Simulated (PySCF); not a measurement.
ClNbO2, multiplicity 1. Atoms are numbered in the order given.

```xyz
4

Nb     0.3623    -0.2360     0.0000
O      1.1390     0.4525    -1.3737
O      1.1390     0.4525     1.3737
Cl    -1.9458     0.1433     0.0000
```

Geometry optimised at PBE-D3(BJ)/def2-SVP. The multiplicity is an assumed one; other spin states were not compared. The def2 effective core potentials stand for the cores of Nb; spin–orbit coupling is left out.

Method: ωB97X/def2-TZVPD (PySCF).

Symmetry labels are those of the subgroup Cs that the program uses (full group Cs).

**Question.** List the valence orbital energies around the gap with their symmetry. (Estimate from the structure and the level; the computed values follow.)

**Answer.** 
| orbital | symmetry | energy (eV) |
|---|---|---|
| HOMO−7 | A" | -13.82 |
| HOMO−6 | A' | -13.56 |
| HOMO−5 | A" | -13.38 |
| HOMO−4 | A' | -12.89 |
| HOMO−3 | A' | -12.31 |
| HOMO−2 | A" | -11.76 |
| HOMO−1 | A' | -11.69 |
| HOMO | A" | -11.19 |
| LUMO | A' | -1.88 |
| LUMO+1 | A' | -0.63 |
| LUMO+2 | A" | 0.46 |
| LUMO+3 | A' | 1.05 |
